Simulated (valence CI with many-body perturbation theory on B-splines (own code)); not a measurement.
# Gd XXV: what the settings do

Computed by relativistic CI+MBPT: four valence electrons over a frozen Dirac-Fock core [Kr], radial functions for each j: 6 s, 6 p, 5 d, 5 f, 1 g, with the one-electron correlation potential Σ1, the two-electron term Σ2, the three-electron term Σ3, Breit, model QED; selected CI, second order for the rest, scaled by the run's own slope (own B-spline code, finite nucleus).

No measured spectrum was set against this ion. As an estimate, terms of the open shell hold to 2 to 4 % of their energy, and close levels can change places. Only levels of the ground parity were solved; by the run's estimate the other parity begins above the list, which can be wrong where configurations are misplaced.

The reference run has the lowest level (4d3/2^4) J=0 and an ionisation energy of 811.044 eV. Its largest variational space holds 9126 state functions.

Levels are named by their leading jj configuration (3d3/2^4 stands for four electrons in 3d with j = 3/2), which in mixed levels can hold well under half, so a name can repeat and another be missing. Letters in brackets count levels of one name in rising energy.

| Level | Reference (cm⁻¹) | Shift (cm⁻¹) |
| --- | --- | --- |
| (4d3/2^3 4d5/2) J=1 | 40517 | +1556 |
| (4d3/2^3 4d5/2) J=2 | 63396 | +2169 |
| (4d3/2^3 4d5/2) J=4 | 71380 | +2114 |
| (4d3/2^3 4d5/2) J=3 | 74316 | +2237 |
| (4d3/2^2 4d5/2^2) J=0 | 106400 | +2707 |
| (4d3/2^2 4d5/2^2) J=4 [a] | 111513 | +3481 |
| (4d3/2^2 4d5/2^2) J=2 [a] | 118062 | +2509 |
| (4d3/2^2 4d5/2^2) J=3 [a] | 118128 | +2973 |
| (4d3/2^2 4d5/2^2) J=5 | 128342 | +3711 |
| (4d3/2^2 4d5/2^2) J=1 | 133239 | +2991 |
| (4d3/2^2 4d5/2^2) J=6 | 136406 | +4136 |
| (4d3/2^2 4d5/2^2) J=4 [b] | 145711 | +3589 |

The ionisation energy moves by +0.534 eV.

**Question.** Which of these changes was made?
A. highest l in the core sums 6 → 4; Breit term on → off
B. box radius (bohr) 5.9731 → 3.81; lowest core n in screening and Σ2 2 → 2
C. hole-hole ladder in Σ2 on → off

**Answer.** A. highest l in the core sums 6 → 4; Breit term on → off.
